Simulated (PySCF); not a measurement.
C₄H₇ (SMILES C=C([CH2-])C), charge -1, singlet, at a GFN2-xTB geometry, with bond 6-5 at 1.8 times its length; HF/def2-SV(P) (PySCF).

Here is a job for PySCF.
```python
from pyscf import gto, scf

mol = gto.M(
    atom='''
C    -0.19024082    0.13060277    1.42330928
C    -0.00498966    0.11664803    0.05908609
H    -0.28744948    1.05632604    1.97577308
H    -0.20755370   -0.77968074    2.01169741
C     0.08676696    1.20492954   -0.78061181
H     0.24976686    1.00017945   -2.71453437
H    -0.03223483    2.21755638   -0.41733078
C     0.10356375   -1.24871026   -0.60034753
H     0.36600386   -2.02101005    0.12619141
H    -0.84814294   -1.53662037   -1.06173446
H     0.86145311   -1.24857125   -1.38819972
''',
    basis='def2-sv(p)',
    charge=-1,
    verbose=4,
)

mf = scf.RHF(mol)
mf.kernel()
mo_i, mo_e, stable_i, stable_e = mf.stability(internal=True, external=True, return_status=True, nroots=6, tol=1e-6)
print('internally stable:', stable_i, ' externally stable:', stable_e)
if not stable_e:
    umf = mf.to_uhf() if not hasattr(mf, 'xc') else mf.to_uks()
    umf.scf_summary = {}
    umf.kernel(umf.make_rdm1(mo_e, umf.mo_occ))
```

Q: What does PySCF print? Leave out banner, timings and long lists.

A: 
```
PySCF version 2.14.0

[INPUT] verbose = 4
[INPUT] num. atoms = 11
[INPUT] num. electrons = 32
[INPUT] charge = -1
[INPUT] spin (= nelec alpha-beta = 2S) = 0
[INPUT] symmetry False subgroup None
[INPUT] Mole.unit = angstrom
[INPUT] Symbol           X                Y                Z      unit          X                Y                Z       unit  Magmom
[INPUT]  1 C     -0.190240820000   0.130602770000   1.423309280000 AA   -0.359503047513   0.246803466410   2.689664729752 Bohr   0.0
[INPUT]  2 C     -0.004989660000   0.116648030000   0.059086090000 AA   -0.009429090855   0.220432829670   0.111656527871 Bohr   0.0
[INPUT]  3 H     -0.287449480000   1.056326040000   1.975773080000 AA   -0.543200791849   1.996166913846   3.733670005488 Bohr   0.0
[INPUT]  4 H     -0.207553700000  -0.779680740000   2.011697410000 AA   -0.392219649140  -1.473383063198   3.801557150397 Bohr   0.0
[INPUT]  5 C      0.086766960000   1.204929540000  -0.780611810000 AA    0.163965791061   2.276986829998  -1.475142530501 Bohr   0.0
[INPUT]  6 H      0.249766860000   1.000179450000  -2.714534370000 AA    0.471990960393   1.890065235918  -5.129726515019 Bohr   0.0
[INPUT]  7 H     -0.032234830000   2.217556380000  -0.417330780000 AA   -0.060915000372   4.190574223982  -0.788640877551 Bohr   0.0
[INPUT]  8 C      0.103563750000  -1.248710260000  -0.600347530000 AA    0.195707123933  -2.359720400334  -1.134492411259 Bohr   0.0
[INPUT]  9 H      0.366003860000  -2.021010050000   0.126191410000 AA    0.691647055934  -3.819155489494   0.238467204173 Bohr   0.0
[INPUT] 10 H     -0.848142940000  -1.536620370000  -1.061734460000 AA   -1.602757871083  -2.903791656728  -2.006387346413 Bohr   0.0
[INPUT] 11 H      0.861453110000  -1.248571250000  -1.388199720000 AA    1.627910447055  -2.359457709506  -2.623317276998 Bohr   0.0

nuclear repulsion = 110.64068313139
number of shells = 38
number of NR pGTOs = 124
number of NR cGTOs = 70
basis = def2-sv(p)
ecp = {}

******** <class 'pyscf.scf.hf.RHF'> ********
method = RHF
initial guess = minao
damping factor = 0
level_shift factor = 0
DIIS = <class 'pyscf.scf.diis.CDIIS'>
diis_start_cycle = 1
diis_space = 8
diis_damp = 0
SCF conv_tol = 1e-09
SCF conv_tol_grad = None
SCF max_cycles = 50
direct_scf = True
direct_scf_tol = 1e-13
Set gradient conv threshold to 3.16228e-05
Initial guess from minao.
init E= -155.576009418511
cycle= 1 E= -155.109225857692  delta_E= 0.467  |g|= 0.396  |ddm|= 3.09
cycle= 2 E= -155.170010404861  delta_E= -0.0608  |g|= 0.167  |ddm|= 0.699
cycle= 3 E= -155.179362189469  delta_E= -0.00935  |g|= 0.0569  |ddm|= 0.293
cycle= 4 E= -155.181205775487  delta_E= -0.00184  |g|= 0.0134  |ddm|= 0.105
cycle= 5 E= -155.181349177787  delta_E= -0.000143  |g|= 0.00686  |ddm|= 0.0364
cycle= 6 E= -155.181391069829  delta_E= -4.19e-05  |g|= 0.00225  |ddm|= 0.0202
cycle= 7 E= -155.181399083753  delta_E= -8.01e-06  |g|= 0.00117  |ddm|= 0.00969
cycle= 8 E= -155.181401453451  delta_E= -2.37e-06  |g|= 0.000683  |ddm|= 0.00502
cycle= 9 E= -155.181402770694  delta_E= -1.32e-06  |g|= 0.000426  |ddm|= 0.00386
cycle= 10 E= -155.181403584395  delta_E= -8.14e-07  |g|= 0.000209  |ddm|= 0.00433
cycle= 11 E= -155.181403726717  delta_E= -1.42e-07  |g|= 7.7e-05  |ddm|= 0.00207
cycle= 12 E= -155.181403738055  delta_E= -1.13e-08  |g|= 2.2e-05  |ddm|= 0.000605
cycle= 13 E= -155.181403738603  delta_E= -5.48e-10  |g|= 6.22e-06  |ddm|= 0.000114
Extra cycle  E= -155.181403738625  delta_E= -2.12e-11  |g|= 2.72e-06  |ddm|= 1.36e-05
converged SCF energy = -155.181403738625
rhf_internal: lowest eigs of H = [0.28730011 0.82276593 0.88161006 0.90730613 0.99688725 1.04072725]
<class 'pyscf.scf.hf.RHF'> wavefunction is stable in the internal stability analysis
rhf_real2complex: lowest eigs of H = [0.03669958 0.19385686 0.19462855 0.19700351 0.21731096 0.24273304]
<class 'pyscf.scf.hf.RHF'> wavefunction is stable in the real -> complex stability analysis
rhf_external: lowest eigs of H = [-0.06141341 -0.01919632  0.04935511  0.15800773  0.17202086  0.19786989]
<class 'pyscf.scf.hf.RHF'> wavefunction has an RHF/RKS -> UHF/UKS instability
internally stable: True  externally stable: False

******** <class 'pyscf.scf.uhf.UHF'> ********
method = UHF
initial guess = minao
damping factor = 0
level_shift factor = 0
DIIS = <class 'pyscf.scf.diis.CDIIS'>
diis_start_cycle = 1
diis_space = 8
diis_damp = 0
SCF conv_tol = 1e-09
SCF conv_tol_grad = None
SCF max_cycles = 50
direct_scf = True
direct_scf_tol = 1e-13
number electrons alpha = 16  beta = 16
Set gradient conv threshold to 3.16228e-05
init E= -155.019853501642
cycle= 1 E= -155.141454803545  delta_E= -0.122  |g|= 0.126  |ddm|= 0.588
cycle= 2 E= -155.179133340824  delta_E= -0.0377  |g|= 0.0634  |ddm|= 0.335
cycle= 3 E= -155.187848126926  delta_E= -0.00871  |g|= 0.0354  |ddm|= 0.209
cycle= 4 E= -155.189837688607  delta_E= -0.00199  |g|= 0.0112  |ddm|= 0.114
cycle= 5 E= -155.190124171675  delta_E= -0.000286  |g|= 0.00602  |ddm|= 0.0416
cycle= 6 E= -155.190237022314  delta_E= -0.000113  |g|= 0.00445  |ddm|= 0.0177
cycle= 7 E= -155.190355452633  delta_E= -0.000118  |g|= 0.0031  |ddm|= 0.0233
cycle= 8 E= -155.190430814413  delta_E= -7.54e-05  |g|= 0.00166  |ddm|= 0.026
cycle= 9 E= -155.190455119928  delta_E= -2.43e-05  |g|= 0.00114  |ddm|= 0.0167
cycle= 10 E= -155.19046384028  delta_E= -8.72e-06  |g|= 0.000966  |ddm|= 0.0077
cycle= 11 E= -155.1904728505  delta_E= -9.01e-06  |g|= 0.000816  |ddm|= 0.00963
cycle= 12 E= -155.190481588639  delta_E= -8.74e-06  |g|= 0.000633  |ddm|= 0.0116
cycle= 13 E= -155.190486660834  delta_E= -5.07e-06  |g|= 0.000556  |ddm|= 0.00818
cycle= 14 E= -155.190490936139  delta_E= -4.28e-06  |g|= 0.000483  |ddm|= 0.00786
cycle= 15 E= -155.1904951961  delta_E= -4.26e-06  |g|= 0.000418  |ddm|= 0.0087
cycle= 16 E= -155.190500137279  delta_E= -4.94e-06  |g|= 0.000328  |ddm|= 0.0128
cycle= 17 E= -155.190502933751  delta_E= -2.8e-06  |g|= 0.000247  |ddm|= 0.00998
cycle= 18 E= -155.190504810935  delta_E= -1.88e-06  |g|= 0.000149  |ddm|= 0.0111
cycle= 19 E= -155.190505242336  delta_E= -4.31e-07  |g|= 8.8e-05  |ddm|= 0.00566
cycle= 20 E= -155.190505307138  delta_E= -6.48e-08  |g|= 6.43e-05  |ddm|= 0.00167
cycle= 21 E= -155.190505334051  delta_E= -2.69e-08  |g|= 4.11e-05  |ddm|= 0.000794
cycle= 22 E= -155.190505346142  delta_E= -1.21e-08  |g|= 2.33e-05  |ddm|= 0.0004
cycle= 23 E= -155.190505350553  delta_E= -4.41e-09  |g|= 1.67e-05  |ddm|= 0.000215
cycle= 24 E= -155.190505353514  delta_E= -2.96e-09  |g|= 9.37e-06  |ddm|= 0.000227
cycle= 25 E= -155.190505354472  delta_E= -9.58e-10  |g|= 5.6e-06  |ddm|= 0.000135
Extra cycle  E= -155.190505354561  delta_E= -8.88e-11  |g|= 4.86e-06  |ddm|= 1.58e-05
converged SCF energy = -155.190505354561  <S^2> = 0.5203597  2S+1 = 1.7554027
```
